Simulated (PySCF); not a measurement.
**Debugging a PySCF script (BiP)**

```python
from pyscf import gto, scf, mp

mol = gto.M(
    atom='Bi 0 0 0; P 0 0 2.525',
    basis='def2-svpd',
    ecp={'Bi': 'def2-svpd'},
    charge=0,
    spin=0,
    verbose=4,
)
mf = scf.RHF(mol)
mf.max_cycle = 5
mf.kernel()
mp.MP2(mf, frozen=9).kernel()
mf.dip_moment()
print('orbital energies (hartree):', mf.mo_energy[..., max(0, mol.nelec[1]-3):mol.nelec[0]+3].round(4))
```

```bash
$ OMP_NUM_THREADS=1 python input.py
```

The log, shortened:

```
[earlier lines left out]
******** <class 'pyscf.scf.hf.RHF'> ********
method = RHF
initial guess = minao
damping factor = 0
level_shift factor = 0
DIIS = <class 'pyscf.scf.diis.CDIIS'>
SCF conv_tol = 1e-09
SCF max_cycles = 5
Initial guess from minao.
init E= -526.780374929654
cycle= 1 E= -552.28255018159  delta_E= -25.5  |g|= 2.08  |ddm|= 12.7
cycle= 2 E= -551.099765224618  delta_E= 1.18  |g|= 2.76  |ddm|= 7.02
cycle= 3 E= -554.107541554926  delta_E= -3.01  |g|= 0.304  |ddm|= 4.32
cycle= 4 E= -554.128417966757  delta_E= -0.0209  |g|= 0.156  |ddm|= 0.557
cycle= 5 E= -554.139563757193  delta_E= -0.0111  |g|= 0.0323  |ddm|= 0.232
SCF not converged.
SCF energy = -554.139563757193

******** <class 'pyscf.mp.mp2.RMP2'> ********
nocc = 10, nmo = 47
frozen orbitals 9
Init E(MP2) = -0.27943691667639
cycle = 1  E_corr(MP2) = -0.281112388041861  dE = -0.00167547137  norm(t2) = 0.00552823
cycle = 2  E_corr(MP2) = -0.281158766736744  dE = -4.63786949e-05  norm(t2) = 0.000132506
cycle = 3  E_corr(MP2) = -0.281159560938071  dE = -7.94201327e-07  norm(t2) = 3.22394e-06
cycle = 4  E_corr(MP2) = -0.281159567429379  dE = -6.49130782e-09  norm(t2) = 4.07342e-08
E(RMP2) = -554.420723324622  E_corr = -0.281159567429379
E(SCS-RMP2) = -554.406674988435  E_corr = -0.267111231241981
E_corr(same-spin) = -0.0810925957768546
E_corr(oppo-spin) = -0.200066971652524
Dipole moment(X, Y, Z, Debye): -0.00000, -0.00000, -2.22989
orbital energies (hartree): [-0.3334 -0.2822 -0.2822 -0.0161 -0.0161  0.0653]
```

Problem. Which setting is at fault, why, and what does a mended input give?

Solution. The cycle limit (5): the limit is below the number of cycles that the SCF needs. With this edit
```diff
- mf.max_cycle = 5
```
the run finishes: E(SCF) = -554.140207 Eh, 12 cycles, E(MP2) − E(SCF) = -0.27841 Eh, μz(SCF) = -2.59 D.

Stability towards an unrestricted solution was not tested. The bond length is a typed value, not an optimised one.
